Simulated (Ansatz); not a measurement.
Relaxation of ClFH4Sn (7 atoms, charge 0, multiplicity 1), to a largest force component of 0.03 eV/Å in at most 50 steps.

Theory: RKS PBE/def2-SVP (Ansatz 0.2.0).

```xyz
7
Properties=species:S:1:pos:R:3
Sn 0.242 0.460 -0.400
H -0.125 -0.155 2.462
H 1.584 0.046 -1.396
Cl -1.290 1.737 -1.669
H -0.654 -0.808 0.328
F 0.939 1.683 0.893
H 0.232 0.472 2.488
```

Where does it end, and by what steps?

It converged. The force dipped under the threshold on the way, but the program's further checks kept it going. After 14 steps the energy has fallen by 0.213 eV; H2 moved furthest, 1.18 Å.

```csv
step,energy less start (eV),largest force component (eV/Å),accepted
0,0.0000,1.654,yes
1,-0.1401,0.193,yes
2,-0.1744,0.432,yes
3,-0.1971,0.094,yes
4,-0.1938,0.404,no
5,-0.2028,0.193,yes
6,-0.2074,0.038,yes
7,-0.2097,0.075,yes
8,-0.2107,0.115,yes
9,-0.2107,0.119,yes
10,-0.2118,0.060,yes
11,-0.2122,0.004,yes
12,-0.2124,0.006,yes
13,-0.2125,0.069,yes
14,-0.2127,0.024,yes
```

```xyz
7
Properties=species:S:1:pos:R:3
Sn 0.219 0.396 -0.796
H -0.003 0.116 3.604
H 1.653 0.240 -1.732
Cl -1.236 1.914 -1.866
H -0.686 -0.990 -0.324
F 0.769 1.287 0.865
H 0.211 0.471 2.954
```

Whether the end is a true minimum wasn't checked by a vibrational analysis.

Time of the run: 27 s on 1 thread of Arm Neoverse V2, on a shared host, peak memory 0.14 GiB.
